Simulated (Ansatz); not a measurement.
AlHO, SMILES [Al][OH] (connectivity only; charge and spin as stated), neutral, multiplicity 1. Atoms are numbered in the order given.

```xyz
3

Al     0.0000     0.0000    -0.7418
O      0.0000     0.0000     0.9404
H      0.0000     0.0000     1.8940
```

Coordinates come from a B3LYP-D3(BJ)/def2-TZVPD optimisation.

Two levels are set side by side: PBE-D3(BJ)/def2-TZVPD (Ansatz, an electronic-structure program) and B3LYP-D3(BJ)/def2-TZVPD (Ansatz). Each level has its own optimised geometry; the coordinates shown are those of the second. Differences are taken from unrounded values.

| quantity | B3LYP-D3(BJ) | PBE-D3(BJ) | PBE-D3(BJ) minus B3LYP-D3(BJ) |
|---|---|---|---|
| mean bond length (Å) | 1.318 | 1.327 | 0.010 |
| bond Al1–O2 (Å) | 1.682 | 1.693 | 0.010 |
| bond O2–H3 (Å) | 0.954 | 0.962 | 0.009 |

GGA bonds tend to be longer and softer than those of functionals with exact exchange. Differences between two approximate levels are no errors against the true value.
